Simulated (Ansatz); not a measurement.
Reaction (formal exchange of groups at the Si–Ge bond): `[NH2][GeH2][SiH2]F` + `NCCO` → `NCC[SiH2]F` + `[NH2][GeH2][OH]`

Gas-phase electronic energies from Ansatz, PBE0-D4/def2-TZVP geometries. CCSD(T)/CBS adds triple-zeta CCSD(T) − MP2 to the extrapolated MP2 energy (def2 sets, frozen cores). This one scheme is used for every species. DFT in def2-TZVPP. B3LYP here is the variant with VWN-RPA as its local correlation; programs differ in this. For Ge outer-core shells are correlated without core-valence functions, which leaves a few kJ/mol of doubt a bond. Scalar relativity is left out up to krypton. Each species was taken in one conformer, which may not be the lowest.

```json
{"level": "PBE-D4", "ΔE (kJ/mol)": "-96.0", "difference from CCSD(T)/CBS": "18.5"}
{"level": "r2SCAN-D4", "ΔE (kJ/mol)": "-109.8", "difference from CCSD(T)/CBS": "4.7"}
{"level": "B3LYP-D4", "ΔE (kJ/mol)": "-105.2", "difference from CCSD(T)/CBS": "9.3"}
{"level": "ωB97X-V", "ΔE (kJ/mol)": "-108.6", "difference from CCSD(T)/CBS": "5.9"}
{"level": "ωB97M-V", "ΔE (kJ/mol)": "-112.7", "difference from CCSD(T)/CBS": "1.8"}
{"level": "B2PLYP", "ΔE (kJ/mol)": "-113.4", "difference from CCSD(T)/CBS": "1.1"}
{"level": "r2SCAN", "ΔE (kJ/mol)": "-109.6", "difference from CCSD(T)/CBS": "4.9"}
{"level": "PBE0", "ΔE (kJ/mol)": "-100.2", "difference from CCSD(T)/CBS": "14.3"}
{"level": "B3LYP", "ΔE (kJ/mol)": "-104.5", "difference from CCSD(T)/CBS": "10.0"}
{"level": "HF/def2-TZVPP", "ΔE (kJ/mol)": "-116.6", "difference from CCSD(T)/CBS": "-2.1"}
{"level": "MP2/def2-TZVPP", "ΔE (kJ/mol)": "-125.5", "difference from CCSD(T)/CBS": "-11.0"}
{"level": "SCS-MP2/def2-TZVPP", "ΔE (kJ/mol)": "-122.4", "difference from CCSD(T)/CBS": "-7.9"}
{"level": "CCSD/def2-TZVPP", "ΔE (kJ/mol)": "-113.8", "difference from CCSD(T)/CBS": "0.7"}
{"level": "CCSD(T)/def2-TZVPP", "ΔE (kJ/mol)": "-114.0", "difference from CCSD(T)/CBS": "0.5"}
{"level": "MP2/def2-QZVPP", "ΔE (kJ/mol)": "-126.3", "difference from CCSD(T)/CBS": "-11.8"}
{"level": "SCS-MP2/def2-QZVPP", "ΔE (kJ/mol)": "-123.7", "difference from CCSD(T)/CBS": "-9.2"}
{"level": "CCSD(T)/CBS", "ΔE (kJ/mol)": "-114.5", "difference from CCSD(T)/CBS": "0"}
```

Largest T1 diagnostic among the species: 0.011.

From PBE to PBE0 (25 % exact exchange), in def2-TZVPP and without D4, ΔE moves by −4.8 kJ/mol.
